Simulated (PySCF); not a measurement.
## Orbital picture of LiBr

PBE0 at R = 2.203 Å; basis Li aug-pcseg-1, Br aug-pcseg-1; no relativity; PySCF 2.14. State: ¹Σ⁺ (singlet), closed shell. Only the outer orbitals are listed, counted within each symmetry.

```json
{"orbital": "7σ", "occ.": "2", "ε (eV)": "-56.25", "on Li (%)": "100", "main shells (%)": "100 Li s"}
{"orbital": "8σ", "occ.": "2", "ε (eV)": "-19.03", "on Li (%)": "3", "main shells (%)": "97 Br s"}
{"orbital": "9σ", "occ.": "2", "ε (eV)": "-7.59", "on Li (%)": "10", "main shells (%)": "89 Br p"}
{"orbital": "4π", "occ.": "2", "ε (eV)": "-6.84", "on Li (%)": "2", "main shells (%)": "98 Br p"}
{"orbital": "4π", "occ.": "2", "ε (eV)": "-6.84", "on Li (%)": "2", "main shells (%)": "98 Br p"}
{"orbital": "10σ", "occ.": "0", "ε (eV)": "-1.49", "on Li (%)": "103", "main shells (%)": "84 Li s, 20 Li p"}
```

**Question.** Which are the highest filled and the lowest empty level, where do they sit, and how wide is the gap?

**Answer.** Highest filled 4π at -6.84 eV (in %: 98 Br p); lowest empty 10σ at -1.49 eV (in %: 84 Li s, 20 Li p); the gap at PBE0 is 5.35 eV.

```
bond order (Mayer)                               : 0.60
⟨S²⟩                                             : 0.000
charge on Li (Mulliken, basis-dependent)         : 0.67
charge on Li (Löwdin, basis-dependent)           : 0.51
dipole moment (positive dipole means Li(−)Br(+)) : -7.27 D
polarisability along the bond                    : 38.0 bohr³
polarisability across the bond                   : 33.5 bohr³
```

Shares are Mulliken populations and can fall outside 0 to 100 %.
